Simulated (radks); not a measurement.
Results of a calculation; reference values are marked as such.
Polarisability of the zinc ion Zn+, [Ar] 3d10 4s1, at imaginary frequency. Code: a radial shooting solver on a logarithmic mesh with Libxc functionals. Model: scalar-relativistic Kohn-Sham, LDA (Slater exchange, Perdew-Wang correlation), spin-polarised, spherical densities, finite nucleus; open shells are filled with parallel spins first; Fermi nuclear charge, rms radius 3.9283 fm. Response by self-consistent Sternheimer equations with the Hartree and adiabatic LDA kernel, the relativistic mass of each level held fixed and spin-orbit coupling left out.

w (hartree),alpha1(iw) (bohr^3),alpha2(iw) (bohr^5)
0.00266,16.03,66.16
0.0143,15.99,66.10
0.0360,15.78,65.74
0.0697,15.13,64.60
0.118,13.75,61.94
0.186,11.53,56.85
0.280,8.854,48.77
0.413,6.332,38.10
0.605,4.333,26.67
0.892,2.884,16.69
1.35,1.859,9.404
2.12,1.122,4.748
3.59,0.5923,2.067
6.94,0.2395,0.6926
17.5,0.05479,0.1311

Static values: alpha1 = 16.03 bohr^3 (2.375 angstrom^3; uncoupled 22.88), alpha2 = 66.17 bohr^5, alpha3 = 590.6 bohr^7. C6 = 66.97, C8 = 1635, triple-dipole C9 = 729.4 atomic units. One-pole (London) frequency 4 C6 / (3 alpha1^2) = 0.348 hartree, against 0.543 for minus the highest occupied eigenvalue.
